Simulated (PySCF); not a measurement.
**Ta (tantalum, neutral) across methods**

[Xe] 4f14 5d3 6s2, high-spin 4F determinant. Computed with PySCF 2.14 in aug-cc-pVDZ-PP with ECP60MDF, with a scalar-relativistic core potential.

```csv
method,E (hartree),mean ε 6s α (eV),mean ε 6s β (eV),mean ε 5d α (eV),Σ⟨r²⟩ (bohr²),⟨S²⟩
BLYP,-57.2811,-5.480,-4.640,-4.226,58.74,3.754
r2SCANh,-57.2944,-6.175,-4.876,-5.352,58.80,3.768
PBEsol,-57.1991,-5.785,-4.643,-4.446,58.51,3.755
PBE,-57.3108,-5.725,-4.608,-4.482,58.60,3.755
LDA,-57.1482,-5.928,-4.888,-4.468,58.48,3.754
UHF,-56.74035,-7.708,-5.949,-8.895,60.63,3.773
r2SCAN,-57.3110,-5.935,-4.640,-4.918,58.85,3.768
PBE0,-57.2748,-6.366,-5.188,-5.676,58.50,3.756
wB97X,-57.2907,-7.945,-7.335,-7.686,57.96,3.753
```

Energies and moments cover only the electrons outside the core potential. Spin-orbit coupling, absent here, splits the open shell strongly.
